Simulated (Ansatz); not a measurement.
Computed with Ansatz on PBE0-D4/def2-TZVP structures; ΔE is electronic, products minus reactants. CCSD(T)/CBS adds triple-zeta CCSD(T) − MP2 to the extrapolated MP2 energy (def2 sets, frozen cores). DFT in def2-TZVPP. One conformer a species, not always the lowest.

Reaction (redistribution): `C=CB(C)BCl` + `CCO[SiH3]` → `CCOBCl` + `C=CB(C)[SiH3]`

**Question.** Is it downhill or uphill in electronic energy at CCSD(T)/CBS, and by how much? (Best estimate.)

**Answer.** Computed: Downhill: ΔE = -13.4 kcal/mol.

**Question.** What do these levels give: ωB97X-V, ωB97M-V, B2PLYP, PBE, HF/def2-TZVPP, SCS-MP2/def2-QZVPP? (An estimate is asked.)

**Answer.** The calculation gave: ωB97X-V -13.8, ωB97M-V -14.1, B2PLYP -13.7, PBE -16.8, HF/def2-TZVPP -10.6, SCS-MP2/def2-QZVPP -12.1 kcal/mol.

Largest T1 diagnostic among the species: 0.012.

In def2-TZVPP, CCSD(T) changes the Hartree–Fock value by −3.5 kcal/mol (the triples alone add −0.7 kcal/mol) and MP2 by −2.7 kcal/mol. From PBE to PBE0 (25 % exact exchange), in def2-TZVPP and without D4, ΔE moves by +1.1 kcal/mol.
